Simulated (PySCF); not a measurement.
Isomers of C3H11FOSi2, one conformer each; single-point electronic energies without zero-point terms and without any empirical dispersion term.

All values: PBE0/pcSseg-1 (PySCF, non-relativistic), each on one gas-phase PBE0-D3(BJ)/def2-SVP geometry that isn't relaxed in the solvent. The solvent is an IEF-PCM continuum (van der Waals radii × 1.2). Only the electrostatic response of the medium enters.

| isomer | relative energy, gas (kcal/mol) | dipole (D) |
| --- | --- | --- |
| `CC(C)[SiH2]O[SiH2]F` | 0.0 | 0.76 |
| `C[Si](C)(CF)O[SiH3]` | 33.4 | 2.24 |
| `CO[Si@@H](F)CC[SiH3]` | 34.1 | 1.95 |
| `CC[C@H](F)[SiH2]O[SiH3]` | 52.1 | 1.63 |

Problem. How do the relative energies look in benzene (ε = 2.271)?

Solution. 
```csv
isomer,"relative energy, solvent (kcal/mol)",E(solvent) − E(gas) (kcal/mol),dipole in solvent (D)
`CC(C)[SiH2]O[SiH2]F`,0.0,-0.8,0.83
`C[Si](C)(CF)O[SiH3]`,32.6,-1.6,2.49
`CO[Si@@H](F)CC[SiH3]`,33.2,-1.7,2.16
`CC[C@H](F)[SiH2]O[SiH3]`,51.8,-1.2,1.83
```

The order is unchanged. Conformers: `[CH3:1][CH:2]([CH3:3])[SiH2:4][O:5][SiH2:6][F:7]` with C1–C2–Si4–O5 179°, C2–Si4–O5–Si6 6°, Si4–O5–Si6–F7 1°; `[CH3:1][Si:2]([CH3:3])([CH2:4][F:5])[O:6][SiH3:7]` with C1–Si2–C4–F5 -171°, C1–Si2–O6–Si7 159°; `[CH3:1][O:2][Si@@H:3]([F:4])[CH2:5][CH2:6][SiH3:7]` with C1–O2–Si3–F4 64°, O2–Si3–C5–C6 175°, Si3–C5–C6–Si7 62°; `[CH3:1][CH2:2][C@H:3]([F:4])[SiH2:5][O:6][SiH3:7]` with C1–C2–C3–F4 -56°, C2–C3–Si5–O6 66°, C3–Si5–O6–Si7 45°. The gains span 0.9 kcal/mol, the gas-phase energies 52.1 kcal/mol.
